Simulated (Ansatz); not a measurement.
Reactions of CH3F2NSi, SMILES `FC=N[SiH2]F`.

Computed with Ansatz on PBE0-D4/def2-TZVP structures; ΔE is electronic, products minus reactants. CCSD(T)/CBS is the MP2 limit (def2-TZVPP, def2-QZVPP) plus CCSD(T) − MP2 in def2-TZVPP, frozen cores. This one scheme is used for every species. Double bonds are as drawn, so ΔE can hold a change between cis and trans. Each species was taken in one conformer, which may not be the lowest.

(1) Order these by ΔE at CCSD(T)/CBS, lowest first. (Best estimate.)
A. `F/C=N/[SiH2]F` + CH₄ → `C[SiH2]/N=C/F` + H–F
B. `F/C=N/[SiH2]F` → `N=CF` + `F[SiH]`
C. `F/C=N/[SiH2]F` + `O[SiH2][SiH3]` → `F[SiH2]O[SiH2][SiH3]` + `N=CF`
D. `F/C=N/[SiH2]F` + `N[SiH2]S` → `N[SiH2]S[SiH2]F` + `N=CF`

Largest T1 diagnostic: 0.015, for `F[SiH]`.

## Answers

(1) C (-0.69 eV), D (-0.11 eV), A (+1.51 eV), B (+2.79 eV).
